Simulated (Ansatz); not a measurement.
Relaxation of C$_{3}$H$_{12}$NPSi (18 atoms, charge 0, multiplicity 1), to a largest force component of 0.02 eV/Å in at most 50 steps.

The calculation used Ansatz 0.2.0, UKS PBE/STO-3G.

```xyz
18
Properties=species:S:1:pos:R:3
C 0.811 -0.679 1.621
C 0.684 0.017 0.221
C 1.803 -0.518 -0.659
Si -0.933 -0.136 -0.605
N -1.039 0.593 -2.144
P -2.549 0.972 0.528
H 0.049 -0.207 2.300
H 0.627 -1.698 1.549
H 1.754 -0.459 2.101
H 0.867 1.096 0.381
H 1.866 -0.016 -1.596
H 1.750 -1.587 -0.811
H 2.753 -0.330 -0.169
H -0.422 -0.189 -2.444
H -0.978 1.593 -2.011
H -1.942 0.465 -2.536
H -1.757 2.117 0.855
H -2.373 0.333 1.791
```

Q: Where does it end, and by what steps?

A: The run converged. Limits of this set-up: minimal basis. After 48 steps the energy has fallen by 3.962 eV; H18 moved furthest, 1.32 Å. The start is strongly strained (largest force component 8 eV/Å).

```tsv
step	energy less start (eV)	largest force component (eV/Å)	accepted
0	0.0000	8.308	yes
2	-3.2515	1.956	yes
4	-3.7495	0.863	yes
6	-3.8215	0.411	yes
8	-3.8647	0.232	yes
10	-3.8969	0.211	yes
12	-3.9017	0.124	yes
14	-3.9066	0.042	yes
16	-3.9135	0.103	yes
18	-3.9186	0.236	yes
20	-3.9109	0.280	no
22	-3.9276	0.114	yes
24	-3.9267	0.325	no
26	-3.9323	0.032	yes
28	-3.9341	0.035	yes
30	-3.9362	0.135	yes
32	-3.9378	0.104	yes
34	-3.9395	0.369	no
36	-3.9441	0.111	yes
38	-3.9475	0.255	yes
40	-3.9585	0.201	yes
42	-3.9615	0.038	yes
44	-3.9620	0.046	yes
46	-3.9624	0.024	yes
48	-3.9624	0.005	yes
```

```xyz
18
Properties=species:S:1:pos:R:3
C 0.957 -0.442 1.651
C 0.669 -0.048 0.167
C 1.762 -0.697 -0.743
Si -1.143 -0.630 -0.356
N -1.031 0.564 -2.009
P -2.172 1.255 0.479
H 0.245 0.049 2.341
H 0.865 -1.536 1.794
H 1.981 -0.150 1.961
H 0.799 1.055 0.094
H 1.639 -0.415 -1.809
H 1.714 -1.802 -0.688
H 2.785 -0.391 -0.441
H -0.068 0.833 -2.363
H -1.500 1.445 -1.589
H -1.587 0.268 -2.860
H -1.583 1.337 1.763
H -3.361 0.672 0.979
```

The run took 5.4 min on 1 thread of Arm Neoverse V2 (shared host), peak memory 0.19 GiB.
